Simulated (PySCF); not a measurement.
GaO, SMILES [O]=[Ga], multiplicity 2.

Geometry: PBE0-D3(BJ)/def2-TZVPD.

These are ωB97X/def2-TZVPD run with PySCF values and carry that method's errors.

Q: Estimate the frontier levels, dipole moment and polarisability. (The exact figures need the calculation; the answer reports its results.)

A: 
| Quantity | Result |
|---|---|
| α spin, highest occupied and lowest empty level | -10.36 and 0.54 eV |
| β spin, highest occupied and lowest empty level | -10.57 and -2.59 eV |
| dipole moment | 3.69 D |
| mean static polarisability | 44.2 bohr³ (6.55 Å³) |
| polarisability, principal values | 41.0, 41.0, 50.6 bohr³ |
| ⟨S²⟩ | 0.764 (pure state 0.75) |
